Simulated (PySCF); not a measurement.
A GIAO shielding run with PySCF (density fitting, non-relativistic, gas phase) on SMILES S([SiH2]CC(=C(F)F)F)[SiH3], C3H7F3SSi2:

```
$ OMP_NUM_THREADS=1 python probes_run.py task.json out

{"job": {"kind": "nmr", "xc": "PBE0", "basis": "pcSseg-1"}, "charge": 0, "multiplicity": 1}
F     -3.200401     1.837112    -0.212469
C     -3.225627     0.686211     0.459622
F     -4.205515     0.687152     1.356890
C     -2.370653    -0.301448     0.227446
F     -2.479508    -1.422610     0.972988
C     -1.248010    -0.285467    -0.729770
Si     0.409884    -0.174566     0.215647
S      1.892538    -0.162623    -1.323767
Si     3.738197    -0.004366    -0.226939
H     -1.264085    -1.206379    -1.313084
H     -1.359894     0.550786    -1.415827
H      0.461518     1.066695     0.982748
H      0.588296    -1.337270     1.076997
H      4.736150     0.029999    -1.279536
H      3.841405    -1.173263     0.636135
H      3.678106     1.218980     0.561506
```

Hardware: 1 thread of an Arm Neoverse N1, shared host. The job also computes population analyses, field gradients.

Question: How large is the calculation?

Answer: 96 electrons, 209 basis functions and 1157 auxiliary functions.

Question: How long does it take, and how much memory does it need?

Answer: 72 s of wall time, with 14 SCF cycles and 5 response iterations; peak memory 0.93 GiB. Times on a shared host scatter by some tens of per cent.
